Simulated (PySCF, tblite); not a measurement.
Isomers of [C6H11F3P]+ (charge +1), one GFN2-xTB conformer each. Single-point energies are computed at PBE0/pcSseg-1 (PySCF, gas phase, no added dispersion term), electronic only.

**Question.** Rank them by PBE0/pcSseg-1 energy, lowest first (kcal/mol).
A. `[CH3:1][P@@H+:2]1[CH2:3][CH2:4][CH2:5][C@@H:6]1[C:7]([F:8])([F:9])[F:10]` (charge +1) with C1–P2–C3–C4 -141°, P2–C3–C4–C5 40°, C3–C4–C5–C6 -50°, C4–C5–C6–C7 157°
B. `[CH2:1]=[CH:2][P@H+:3]([CH3:4])[CH2:5][CH2:6][C:7]([F:8])([F:9])[F:10]` (charge +1) with C1–C2–P3–C4 -119°, C2–P3–C5–C6 -54°, P3–C5–C6–C7 -53°
C. `[CH2:1]=[C:2]([CH3:3])[PH2+:4][CH2:5][CH2:6][C:7]([F:8])([F:9])[F:10]` (charge +1) with C1–C2–P4–C5 -127°, C2–P4–C5–C6 56°, P4–C5–C6–C7 53°
D. `[CH3:1][CH:2]([CH3:3])[P@@H+:4]1[CH2:5][C@H:6]1[C:7]([F:8])([F:9])[F:10]` (charge +1) with C1–C2–P4–C5 153°

**Answer.** A (0.0), B (18.1), C (28.2), D (38.0).

As drawn, the highest has a three-membered ring, which the lowest lacks. GFN2-xTB itself gives, in the same order: 0.0, 23.4, 27.1, 41.1. Both levels put the same isomer lowest; measured from each level's own lowest isomer, the values differ by up to 5.3 kcal/mol (C=C[P@H+](C)CCC(F)(F)F: 23.4 against 18.1).

**Question.** Which frontier levels and rotational constants go with these structures?

**Answer.** 
```json
{"SMILES": "C[P@@H+]1CCC[C@@H]1C(F)(F)F", "HOMO (eV, PBE0/pcSseg-1)": "-14.39", "LUMO (eV)": "-4.63", "A, B, C (MHz)": "1669, 990.4, 746.2"}
{"SMILES": "C=C[P@H+](C)CCC(F)(F)F", "HOMO (eV, PBE0/pcSseg-1)": "-13.04", "LUMO (eV)": "-5.47", "A, B, C (MHz)": "1757, 773.5, 638.6"}
{"SMILES": "C=C(C)[PH2+]CCC(F)(F)F", "HOMO (eV, PBE0/pcSseg-1)": "-12.65", "LUMO (eV)": "-5.43", "A, B, C (MHz)": "1889, 718.9, 661.2"}
{"SMILES": "CC(C)[P@@H+]1C[C@H]1C(F)(F)F", "HOMO (eV, PBE0/pcSseg-1)": "-14.20", "LUMO (eV)": "-5.47", "A, B, C (MHz)": "2376, 603.1, 545.6"}
```

**Question.** What happens when harmonic zero-point energies from GFN2-xTB frequencies are added?

**Answer.** 
| SMILES | ZPE (kcal/mol) | electronic (kcal/mol) | with ZPE (kcal/mol) |
| --- | --- | --- | --- |
| C[P@@H+]1CCC[C@@H]1C(F)(F)F | 100.5 | 0.0 | 0.0 |
| C=C[P@H+](C)CCC(F)(F)F | 98.1 | 18.1 | 15.8 |
| C=C(C)[PH2+]CCC(F)(F)F | 98.0 | 28.2 | 25.8 |
| CC(C)[P@@H+]1C[C@H]1C(F)(F)F | 99.0 | 38.0 | 36.5 |

The zero-point energies span 2.5 kcal/mol. The order is unchanged.
